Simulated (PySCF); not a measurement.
# Radial density of Xe (xenon, neutral)

CAM-B3LYP, [Kr] 4d10 5s1 5p6 6p1, high-spin 3P determinant (an excited configuration). All numbers are calculated (PySCF 2.14, scalar relativity through the core potential, in aug-cc-pVQZ-PP with one added diffuse shell each of s, p, d, f, g type with ECP28MDF (8s8p6d4f3g, 117 functions)). This is the valence pseudo-density: the core potential removes the inner electrons and smooths the orbitals near the nucleus.

```json
{"r (bohr)": "0.00117", "4πr²ρ (e/bohr)": "1.533e-05", "4πr²(ρα − ρβ)": "0.0000"}
{"r (bohr)": "0.00197", "4πr²ρ (e/bohr)": "4.270e-05", "4πr²(ρα − ρβ)": "0.0000"}
{"r (bohr)": "0.00331", "4πr²ρ (e/bohr)": "0.0001158", "4πr²(ρα − ρβ)": "0.0000"}
{"r (bohr)": "0.00556", "4πr²ρ (e/bohr)": "0.0002958", "4πr²(ρα − ρβ)": "0.0000"}
{"r (bohr)": "0.00935", "4πr²ρ (e/bohr)": "0.0006831", "4πr²(ρα − ρβ)": "0.0001"}
{"r (bohr)": "0.0157", "4πr²ρ (e/bohr)": "0.001416", "4πr²(ρα − ρβ)": "0.0002"}
{"r (bohr)": "0.0265", "4πr²ρ (e/bohr)": "0.002408", "4πr²(ρα − ρβ)": "0.0003"}
{"r (bohr)": "0.0445", "4πr²ρ (e/bohr)": "0.003354", "4πr²(ρα − ρβ)": "0.0004"}
{"r (bohr)": "0.0749", "4πr²ρ (e/bohr)": "0.005741", "4πr²(ρα − ρβ)": "0.0004"}
{"r (bohr)": "0.126", "4πr²ρ (e/bohr)": "0.03166", "4πr²(ρα − ρβ)": "0.0004"}
{"r (bohr)": "0.212", "4πr²ρ (e/bohr)": "0.3518", "4πr²(ρα − ρβ)": "0.0027"}
{"r (bohr)": "0.356", "4πr²ρ (e/bohr)": "4.908", "4πr²(ρα − ρβ)": "0.0601"}
{"r (bohr)": "0.599", "4πr²ρ (e/bohr)": "26.92", "4πr²(ρα − ρβ)": "0.1999"}
{"r (bohr)": "1.01", "4πr²ρ (e/bohr)": "15.72", "4πr²(ρα − ρβ)": "0.1231"}
{"r (bohr)": "1.70", "4πr²ρ (e/bohr)": "5.291", "4πr²(ρα − ρβ)": "0.8430"}
{"r (bohr)": "2.85", "4πr²ρ (e/bohr)": "1.749", "4πr²(ρα − ρβ)": "0.1074"}
{"r (bohr)": "4.80", "4πr²ρ (e/bohr)": "0.1742", "4πr²(ρα − ρβ)": "0.0949"}
{"r (bohr)": "8.07", "4πr²ρ (e/bohr)": "0.1411", "4πr²(ρα − ρβ)": "0.1409"}
{"r (bohr)": "13.6", "4πr²ρ (e/bohr)": "0.01905", "4πr²(ρα − ρβ)": "0.0191"}
{"r (bohr)": "22.8", "4πr²ρ (e/bohr)": "5.131e-05", "4πr²(ρα − ρβ)": "0.0001"}
```

Energies and moments cover only the electrons outside the core potential. The outer electron is Rydberg-like, and this basis confines it to a smaller radius and binds it less than a complete one would.
